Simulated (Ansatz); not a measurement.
`[F][GeH]([SH])[Cl]` → Cl• + F• + Ge• + 2 H• + S•  (atomization)

Computed with Ansatz on PBE0-D4/def2-TZVP structures; ΔE is electronic, products minus reactants. CBS: MP2 limit from def2 TZ/QZ plus the TZ coupled-cluster correction, frozen cores. This one scheme is used for every species, atoms too. Functionals use def2-TZVPP. B3LYP here is the variant with VWN-RPA as its local correlation; programs differ in this. Open shells (•) are unrestricted, without spin–orbit coupling. Spin–orbit coupling would lower the free atoms: a little for Cl, F, S; clearly for Ge. Bonds to Ge are less sure, by a few kJ/mol each and by 10 to 20 or more in all where they break to atoms, as the def2 sets lack core-valence functions. Scalar relativity is left out up to krypton. One conformer a species, not always the lowest.

`[F][GeH]([SH])[Cl]`:

Cartesian coordinates in Å:
```
F 1.400 -0.817 -0.898
Ge 0.029 0.159 -0.502
S -1.251 -0.912 0.914
Cl 0.872 1.907 0.382
H -0.706 0.491 -1.798
H -0.344 -0.827 1.902
```

**Question.** What is ΔE at CCSD(T)/CBS? (Estimate.)

**Answer.** The calculation gave: +1804.5 kJ/mol.

**Question.** What do these levels give: B97M-V, B3LYP-D4, CAM-B3LYP-D4, r2SCAN, PBE0, B3LYP, r2SCAN0, LC-ωPBE, HF/def2-SVP, HF/def2-TZVPP, CCSD/def2-TZVPP, MP2/CBS(def2)? (Estimate.)

**Answer.** Computed: B97M-V 1832.5, B3LYP-D4 1764.5, CAM-B3LYP-D4 1776.9, r2SCAN 1807.9, PBE0 1767.3, B3LYP 1738.7, r2SCAN0 1762.2, LC-ωPBE 1765.8, HF/def2-SVP 1227.4, HF/def2-TZVPP 1254.6, CCSD/def2-TZVPP 1715.5, MP2/CBS(def2) 1854.4 kJ/mol.

Largest T1 diagnostic among the species: 0.011.

From PBE to PBE0 (25 % exact exchange), in def2-TZVPP and without D4, ΔE moves by −37.4 kJ/mol: exact exchange takes away binding that semilocal exchange gives to molecules. Leaving LDA and LC-ωPBE aside and taking each functional with its dispersion term where it has one, the values, not all of them listed here, spread over 122.5 kJ/mol, from BHLYP-D4 to B97M-V. LDA lies +286.5 kJ/mol from PBE without D4, its usual overbinding. In def2-TZVPP, CCSD(T) changes the Hartree–Fock value by +499.1 kJ/mol (the triples alone add +38.1 kJ/mol) and MP2 by +548.9 kJ/mol; breaking electron pairs costs correlation energy, which Hartree–Fock lacks.

For atomizations the MP2-based limit and the directly extrapolated one differ by several kJ/mol either way, and by 10 to 25 for some Ge, Se and Sn compounds, so smaller differences from it don't rank the levels.
